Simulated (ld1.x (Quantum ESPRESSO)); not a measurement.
## Pseudopotential generation for vanadium (V): PAW, PBE, scalar-relativistic.

V, PAW, made with ld1.x (Quantum ESPRESSO) 7.5 (PBE, scalar-relativistic). Core [Ne] 3s2, reference 3p6 3d3 4s1.5 4p0.5. Waves: 4s (bound): rcut 2.55, rcutus 2.95 bohr; 4s channel at 2.55 Ry: rcut 2.55, rcutus 2.95 bohr; 3p (bound): rcut 1.50, rcutus 1.65 bohr; 4p (bound): rcut 1.50, rcutus 1.65 bohr; 3d (bound): rcut 1.55, rcutus 2.10 bohr; 3d channel at 1.05 Ry: rcut 1.55, rcutus 2.10 bohr. Local part: all-electron potential smoothed inside 1.50 bohr (lloc = -2). Core correction: Bessel-smoothed model core, default radius (core density twice the valence density). Augmentation charge: BESSEL, radius 1.45 bohr.

(1) Estimate the cutoffs (Ry, on a coarse ladder) from which the occupation-weighted sum of valence levels, in a spherical-Bessel basis at the reference potential, stays within 10 and 1 mRy of its value at 400 Ry.

(2) Does the potential have ghost states?

(3) Is the overlap operator S = 1 + Σ q|β⟩⟨β| positive definite (Bessel basis up to 400 Ry)?

(4) Which valence shell sets the plane-wave cutoff?

(5) Tests: 3p6 3d3 4s2 4p0; 3p6 3d3 4s1 4p0; 3p6 3d3 4s0 4p0; 3p6 3d3 4s0 4p1; 3p5 3d3 4s2 4p0; 3p6 3d3 4s1 4p1; 3p6 3d4 4s1 4p0. Which has the largest error in its energy relative to the reference configuration, and how large is it?

Answers

(1) 35 Ry and 55 Ry.

(2) No extra level below or beside the all-electron valence levels (s, p, d, f tested).

(3) Yes: its lowest eigenvalue is 0.13 (p channel).

(4) 4p: its level needs 45 Ry to come within 1 mRy, against 35 Ry for 3p.

(5) 3p5 3d3 4s2 4p0, with +94 meV (all-electron minus pseudo) on +49.30 eV.
